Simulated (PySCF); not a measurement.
## Radial density of Cl⁺ (chlorine, charge +1)

UHF, [Ne] 3s1 3p5, high-spin 3P determinant (an excited configuration). All numbers are calculated (PySCF 2.14, scalar relativity by spin-free X2C-1e, in x2c-TZVPPall with one added diffuse shell each of s, p, d type (6s6p4d1f, 51 functions)).

```tsv
r (bohr)	4πr²ρ (e/bohr)	4πr²(ρα − ρβ)
0.00155	0.1095	0.0004
0.00261	0.2929	0.0011
0.00439	0.7484	0.0028
0.00739	1.857	0.0070
0.0124	4.315	0.0162
0.0209	8.985	0.0332
0.0352	15.47	0.0556
0.0592	19.62	0.0664
0.0995	16.38	0.0687
0.167	13.54	0.1963
0.282	19.01	0.3826
0.474	13.54	0.0375
0.797	3.758	0.5742
1.34	4.190	1.6430
2.25	1.814	0.4665
3.79	0.1264	-0.0077
6.38	0.0001931	-0.0001
```

Densities and radii are taken from the X2C orbitals without a picture-change correction, which distorts them close to the nucleus.

Where is the radial spin density 4πr²(ρα − ρβ) most negative, and why is it negative at all?

Around r = 3.79 bohr, down to -0.0077 e/bohr: exchange with the open shell polarises the paired shells in an unrestricted calculation.
